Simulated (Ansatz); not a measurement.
The cluster AlNi₂⁻ was relaxed with PBE-D4 (def2-TZVPD) in Ansatz in these states: charge -1 quintet, charge -1 triplet. The geometries follow in no particular order.

A:

Cartesian coordinates in Å:
```
Ni 0.474 -0.863 0.870
Ni -1.056 -0.363 -0.694
Al 0.581 1.226 -0.177
```

B:

```xyz
3

Ni   -0.9351    0.7112    0.6226
Ni    1.1906   -0.2092    0.5536
Al   -0.2555   -0.5020   -1.1762
```

**Question.** Judge from the bond lengths which geometry belongs to which state (an estimate).

**Answer.** A is the charge -1 triplet (Ni1–Ni2 2.244 Å, Ni2–Al3 2.339 Å, Ni1–Al3 2.339 Å); B is the charge -1 quintet (Ni1–Ni2 2.317 Å, Ni2–Al3 2.274 Å, Ni1–Al3 2.274 Å).

At PBE-D4/def2-TZVPD the highest occupied level of the charge -1 triplet lies above zero (up to 0.57 eV). It is a level of α spin, whose loss leaves a doublet; that state wasn't run at this geometry and level. The electron is either unbound and held by the finite basis, or the level is raised by self-interaction error. At PBE-D4/def2-TZVPD the highest occupied level of the charge -1 quintet lies above zero (up to 1.24 eV). It is a level of α spin, whose loss leaves a quartet; that state wasn't run at this geometry and level. The electron is either unbound and held by the finite basis, or the level is raised by self-interaction error. At PBE0-D4/def2-TZVPD a triplet lies 0.24 eV below the charge -1 quintet. These are the stationary points nearest to one start from a short search; other shapes may lie lower in each state.
